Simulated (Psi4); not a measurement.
Two rigid molecules brought together: CHN ··· H4Ge (SMILES C#N and [GeH4]). Monomers: optimised at B3LYP-D3(BJ) (def2-TZVP), held rigid. Orientation: a higher rigid-body minimum at GFN2-xTB. Only R, the distance of the centres of mass, is varied, so the lowest point isn't the relaxed dimer.

Geometry at R = 4.01 Å (first 3 atoms: monomer A):
```
8

C     -0.0265     0.0009     0.0000
N      1.1189    -0.0425     0.0000
H     -1.0924     0.0416     0.0000
Ge    -2.7213    -0.8541     2.2020
H     -3.4839    -0.7822     0.8708
H     -1.5647    -1.8566     2.0760
H     -3.6760    -1.3112     3.3149
H     -2.1607     0.5337     2.5465
```

- SCS-MP2/aug-cc-pVDZ = DF-SCS-MP2/aug-cc-pVDZ, frozen core, counterpoise-corrected run with Psi4
- SAPT0/jun-cc-pVDZ, frozen core (Psi4)

Interaction energies in kcal/mol:

| R / Å | SCS-MP2/aug-cc-pVDZ |
|---|---|
| 3.45 | 6.97 |
| 3.59 | 4.43 |
| 3.83 | 1.93 |
| 4.01 | 0.97 |
| 4.21 | 0.41 |
| 4.41 | 0.14 |
| 4.72 | -0.01 |
| 5.05 | -0.04 |
| 5.55 | -0.03 |
| 6.18 | -0.01 |
| 7.18 | 0.00 |
| 8.52 | 0.00 |

### Question
What does SAPT0/jun-cc-pVDZ give at the same points?

### Answer
3.45: 6.47; 3.59: 4.22; 3.83: 1.97; 4.01: 1.09; 4.21: 0.55; 4.41: 0.27; 4.72: 0.09; 5.05: 0.03; 5.55: 0.02; 6.18: 0.02; 7.18: 0.01; 8.52: 0.01 (kcal/mol).
